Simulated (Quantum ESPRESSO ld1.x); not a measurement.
All-electron atom: Hf16+ in [Kr] 4d10 4f10. All-electron calculation, scalar-relativistic Kohn-Sham, LDA (Slater exchange, VWN5 correlation), spin-unpolarised, spherical densities, point nucleus. Program: ld1.x of Quantum ESPRESSO 7.5. Some entries of the table are withheld. Estimate them.

| orbital | occ. | eigenvalue (hartree) | <1/r> (bohr^-1) | r(max) (bohr) |
|---|---|---|---|---|
| 1s | 2 | -2410.84 | 83.77 | 0.012 |
| 2s | 2 | -423.491 | 19.56 | 0.068 |
| 2p | 6 | -373.639 | 17.85 | 0.056 |
| 3s | 2 | -106.809 | 7.237 | 0.192 |
| 3p | 6 | -91.9146 | 6.712 | 0.190 |
| 3d | 10 | -74.2636 | 6.352 | (1) |
| 4s | 2 | -31.8175 | 3.106 | 0.437 |
| 4p | 6 | -26.8581 | 2.843 | (2) |
| 4d | 10 | -20.4418 | 2.557 | 0.466 |
| 5s | 0 | -13.4088 | 1.442 | 0.919 |
| 4f | 10 | -13.2346 | 2.193 | 0.430 |
| 5p | 0 | -11.7513 | 1.321 | 0.987 |

Answer. 
(1) 3d r(max) (bohr): 0.154
(2) 4p r(max) (bohr): 0.455
